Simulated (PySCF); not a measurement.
C6H11S (charge -1).
Z-matrix (Å and degrees, GFN2-xTB geometry), rows numbered from 1:
```
C 
C   1  1.5260
C   2  1.5260  1  110.47
C   2  1.5260  1  109.58  3   120.77
S   4  1.7786  2  114.90  1   -60.64
C   4  1.5070  2  116.57  1   153.27
C   6  1.5040  4   60.08  2  -106.74
H   1  1.0885  2  108.09  3   -66.79
H   1  1.0914  2  111.47  3    53.61
H   1  1.0895  2  110.41  3   174.87
H   2  1.1024  1  109.14  3  -120.02
H   3  1.0894  2  110.42  1  -174.87
H   3  1.0885  2  108.15  1    66.78
H   3  1.0913  2  111.47  1   -53.59
H   6  1.0811  4  117.90  7  -107.62
H   6  1.0860  4  119.26  7   107.21
H   7  1.0861  4  119.28  6  -107.23
H   7  1.0812  4  117.87  6   107.64
```

The geometry is computed with GFN2-xTB (gas phase).

Masses are those of the commonest isotopes; rigid-rotor values at the optimised geometry. The values belong to one conformer with, in the numbering `[CH3:1][CH:2]([CH3:3])[C:4]1([S-:5])[CH2:6][CH2:7]1`, C1–C2–C4–S5 -61°.

(1) What are A, B and C (cm⁻¹)?

(2) What kind of rotor is it?

(3) What does the inertial defect say?

(4) Give the other two planar moments, Paa and Pbb, and the rms extents of the mass along the axes.

(5) Give the coordinates in the principal-axis frame, origin at the centre of mass.

(6) Where do the levels up to J = 5 lie, in K?

(7) Estimate the classical rotational partition function at 25 K, 100 K and 298.15 K.

## Answers

(1) Ia = 198.54, Ib = 259.16, Ic = 310.83 u·Å²; 505379 MHz·u·Å²/I gives 2545, 1950 and 1626 MHz, that is A = 0.08491, B = 0.06505, C = 0.05423 cm⁻¹.

(2) An asymmetric top. Ray's parameter κ = (2B − A − C)/(A − C) = -0.295; −1 is the prolate and +1 the oblate limit.

(3) Not planar: Δ = Ic − Ia − Ib = -146.87 u·Å². For a rigid frame Δ = −2 Σ m c², so Σ m c² = 73.44 u·Å² lies off the ab plane: 22.15 from hydrogen and 51.29 from heavier atoms. The atom farthest from that plane is 2.15 Å away.

(4) Paa = Σ m a² = (Ib + Ic − Ia)/2 = 185.73 and Pbb = Σ m b² = (Ia + Ic − Ib)/2 = 125.10 u·Å². With the mass M = 115.06 u, the rms extents √(P/M) along a, b and c are 1.27, 1.04, 0.80 Å.

(5) The sense of each axis is arbitrary; atoms in the order of the calculation.
```csv
atom,mass (u),a (Å),b (Å),c (Å)
C1,12.000,-1.738,-0.014,1.253
C2,12.000,-1.089,-0.595,0.000
C3,12.000,-1.737,-0.015,-1.254
C4,12.000,0.402,-0.272,0.000
S5,31.972,0.793,1.463,0.000
C6,12.000,1.298,-1.223,-0.752
C7,12.000,1.298,-1.222,0.752
H8,1.008,-1.497,1.047,1.298
H9,1.008,-2.822,-0.141,1.238
H10,1.008,-1.338,-0.494,2.146
H11,1.008,-1.218,-1.690,0.001
H12,1.008,-1.337,-0.496,-2.146
H13,1.008,-1.497,1.045,-1.300
H14,1.008,-2.821,-0.142,-1.239
H15,1.008,2.162,-0.812,-1.255
H16,1.008,0.859,-2.076,-1.259
H17,1.008,0.859,-2.076,1.261
H18,1.008,2.162,-0.811,1.255
```

(6) Above 0(0,0), as E/k:
J = 1: 1(0,1) 0.172, 1(1,1) 0.200, 1(1,0) 0.216
J = 2: 2(0,2) 0.510, 2(1,2) 0.528, 2(1,1) 0.575, 2(2,1) 0.660, 2(2,0) 0.665
J = 3: 3(0,3) 1.008, 3(1,3) 1.017, 3(1,2) 1.109, 3(2,2) 1.175, 3(2,1) 1.197, 3(3,1) 1.360, 3(3,0) 1.361
J = 4: 4(0,4) 1.661, 4(1,4) 1.665, 4(1,3) 1.814, 4(2,3) 1.858, 4(2,2) 1.913, 4(3,2) 2.053, 4(3,1) 2.060, 4(4,1) 2.302, 4(4,0) 2.302
J = 5: 5(0,5) 2.469, 5(1,5) 2.470, 5(1,4) 2.681, 5(2,4) 2.705, 5(2,3) 2.809, 5(3,3) 2.920, 5(3,2) 2.943, 5(4,2) 3.170, 5(4,1) 3.172, 5(5,1) 3.488, 5(5,0) 3.488

(7) Point group Cs, symmetry number σ = 1; q = (√π/σ)·√((kT/h)³/(ABC)), k/h = 20836.6 MHz/K: 7420 at 25 K, 59300 at 100 K, 306000 at 298.15 K.

No frequency check. Zero-point vibration and centrifugal distortion are left out.
